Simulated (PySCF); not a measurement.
C$_{2}$H$_{5}$ (SMILES [CH2]C), doublet, geometry from GFN2-xTB; DF-HF/d-aug-cc-pVDZ (PySCF).

PySCF was given this input:
```python
from pyscf import gto, scf
import numpy

mol = gto.Mole()
mol.atom = '''
    C    -0.026147   -0.685649   -0.014718
    C     0.009148    0.784300    0.016539
    H     0.988175   -1.110004   -0.015687
    H    -0.530880   -1.086909    0.864356
    H    -0.521552   -1.050091   -0.914004
    H     0.109216    1.306098    0.947834
    H     0.057037    1.348999   -0.893424
'''
mol.basis = 'd-aug-cc-pvdz'
mol.charge = 0
mol.spin = 1
mol.verbose = 4
mol.build()
print('smallest overlap eigenvalue', numpy.linalg.eigvalsh(mol.intor('int1e_ovlp'))[0])

mf = scf.UHF(mol)
mf = mf.density_fit(auxbasis='def2-universal-jkfit')
mf = scf.addons.remove_linear_dep_(mf, threshold=1e-4, lindep=1e-4)
mf.kernel()
mf.analyze()
```

It wrote (shortened):

```
PySCF version 2.14.0

[INPUT] verbose = 4
[INPUT] num. atoms = 7
[INPUT] num. electrons = 17
[INPUT] charge = 0
[INPUT] spin (= nelec alpha-beta = 2S) = 1
[INPUT] symmetry False subgroup None
[INPUT] Mole.unit = angstrom
[INPUT] Symbol           X                Y                Z      unit          X                Y                Z       unit  Magmom
[...]
nuclear repulsion = 37.2771759490944
number of shells = 48
number of NR pGTOs = 163
number of NR cGTOs = 129
basis = d-aug-cc-pvdz
ecp = {}
input.py:23: DeprecationWarning: remove_linear_dep_ is deprecated and will be removed in a future release. Linear dependency handling is now built into the SCF procedure by default. Linear dependency removal can be controlled using the following settings:
  pyscf.scf.hf.remove_overlap_zero_eigenvalue = True
  pyscf.scf.hf.overlap_zero_eigenvalue_threshold = 1e-6

  mf = scf.addons.remove_linear_dep_(mf, threshold=1e-4, lindep=1e-4)
smallest overlap eigenvalue 2.1529070224104345e-06
Applying remove_linear_dep_ on SCF object.
Using canonical orthogonalization with threshold 0.0001

******** <class 'pyscf.df.df_jk.DFUHF'> ********
method = DFUHF
initial guess = minao
damping factor = 0
level_shift factor = 0
DIIS = <class 'pyscf.scf.diis.CDIIS'>
diis_start_cycle = 1
diis_space = 8
diis_damp = 0
SCF conv_tol = 1e-09
SCF conv_tol_grad = None
SCF max_cycles = 50
direct_scf = False
number electrons alpha = 9  beta = 8
Set gradient conv threshold to 3.16228e-05
******** <class 'pyscf.df.df.DF'> ********
auxbasis = def2-universal-jkfit
init E= -78.6468047063985

cycle= 1 E= -78.5744148817148  delta_E= 0.0724  |g|= 0.178  |ddm|= 5.89
cycle= 2 E= -78.6020039977974  delta_E= -0.0276  |g|= 0.0603  |ddm|= 0.495
cycle= 3 E= -78.6056773637641  delta_E= -0.00367  |g|= 0.0236  |ddm|= 0.232
cycle= 4 E= -78.606300241803  delta_E= -0.000623  |g|= 0.0098  |ddm|= 0.0737
cycle= 5 E= -78.6064799734522  delta_E= -0.00018  |g|= 0.0039  |ddm|= 0.0487
cycle= 6 E= -78.6065112111642  delta_E= -3.12e-05  |g|= 0.00126  |ddm|= 0.0241
cycle= 7 E= -78.6065143703705  delta_E= -3.16e-06  |g|= 0.000445  |ddm|= 0.00702
cycle= 8 E= -78.606514688248  delta_E= -3.18e-07  |g|= 0.00021  |ddm|= 0.00184
cycle= 9 E= -78.6065147522093  delta_E= -6.4e-08  |g|= 0.000115  |ddm|= 0.000893
cycle= 10 E= -78.6065147637998  delta_E= -1.16e-08  |g|= 8.01e-05  |ddm|= 0.000429
cycle= 11 E= -78.6065147661161  delta_E= -2.32e-09  |g|= 7.35e-05  |ddm|= 0.00037
[...]
SCF not converged.
Total Energy =                         -78.606514762729049
[...]
spin_pop of  3 H 3pz       0.00006
spin_pop of  3 H 4px       0.00005
spin_pop of  3 H 4py      -0.00006
spin_pop of  3 H 4pz       0.00001
spin_pop of  4 H 1s        0.01549
spin_pop of  4 H 2s        0.00005
spin_pop of  4 H 3s       -0.00000
spin_pop of  4 H 4s        0.00001
spin_pop of  4 H 2px       0.00002
spin_pop of  4 H 2py       0.00004
spin_pop of  4 H 2pz       0.00003
spin_pop of  4 H 3px       0.00003
spin_pop of  4 H 3py       0.00002
spin_pop of  4 H 3pz       0.00006
spin_pop of  4 H 4px       0.00005
spin_pop of  4 H 4py      -0.00006
spin_pop of  4 H 4pz       0.00001
spin_pop of  5 H 1s       -0.04963
spin_pop of  5 H 2s       -0.00021
spin_pop of  5 H 3s        0.00010
spin_pop of  5 H 4s        0.00003
spin_pop of  5 H 2px       0.00174
spin_pop of  5 H 2py       0.00009
spin_pop of  5 H 2pz       0.00014
spin_pop of  5 H 3px       0.00069
spin_pop of  5 H 3py       0.00001
spin_pop of  5 H 3pz      -0.00013
spin_pop of  5 H 4px       0.00019
spin_pop of  5 H 4py       0.00001
spin_pop of  5 H 4pz      -0.00001
spin_pop of  6 H 1s       -0.04976
spin_pop of  6 H 2s       -0.00021
spin_pop of  6 H 3s        0.00009
spin_pop of  6 H 4s        0.00003
spin_pop of  6 H 2px       0.00178
spin_pop of  6 H 2py       0.00009
spin_pop of  6 H 2pz       0.00013
spin_pop of  6 H 3px       0.00069
spin_pop of  6 H 3py       0.00000
spin_pop of  6 H 3pz      -0.00012
spin_pop of  6 H 4px       0.00019
spin_pop of  6 H 4py       0.00001
spin_pop of  6 H 4pz      -0.00001
 ** Mulliken Spin Density (per atom)  **
spin density of  0 C =     -0.09416
spin density of  1 C =      1.09330
spin density of  2 H =      0.06049
spin density of  3 H =      0.01868
spin density of  4 H =      0.01575
spin density of  5 H =     -0.04698
spin density of  6 H =     -0.04708
 ** Mulliken pop alpha/beta on meta-lowdin orthogonal AOs **
 ** Mulliken pop       alpha | beta **
In total             9.00000 | 8.00000
 ** Mulliken atomic charges   ( Nelec_alpha | Nelec_beta ) **
charge of  0C =     -0.25427  (     3.08006      3.17422 )
charge of  1C =     -0.20392  (     3.64861      2.55531 )
charge of  2H =      0.08826  (     0.48611      0.42562 )
charge of  3H =      0.09055  (     0.46406      0.44538 )
charge of  4H =      0.09057  (     0.46259      0.44684 )
charge of  5H =      0.09419  (     0.42942      0.47639 )
charge of  6H =      0.09463  (     0.42914      0.47623 )
Dipole moment(X, Y, Z, Debye):  0.10018, -0.17907, -0.00530
```

Convergence was not reached.
